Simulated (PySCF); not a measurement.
Cd(H)(SiH3) (CdH4Si), SMILES [SiH3][CdH].

Coordinates come from a B3LYP-D3(BJ)/def2-TZVP optimisation. The def2 effective core potentials stand for the cores of Cd; spin–orbit coupling is left out.

The numbers are results of ωB97X/def2-TZVPD (PySCF), not measurements.

Symmetry labels are those of the subgroup Cs that the program uses (full group C3v).

### Question
List the valence orbital energies around the gap with their symmetry. (An estimate is asked for; the answer gives what the named calculation found.)

### Answer

| orbital | symmetry | energy (eV) |
|---|---|---|
| HOMO−7 | A' | -17.56 |
| HOMO−6 | A' | -17.47 |
| HOMO−5 | A" | -17.47 |
| HOMO−4 | A' | -17.21 |
| HOMO−3 | A" | -12.04 |
| HOMO−2 | A' | -12.04 |
| HOMO−1 | A' | -11.61 |
| HOMO | A' | -9.31 |
| LUMO | A" | 0.61 |
| LUMO+1 | A' | 0.61 |
| LUMO+2 | A' | 1.62 |
| LUMO+3 | A' | 2.78 |
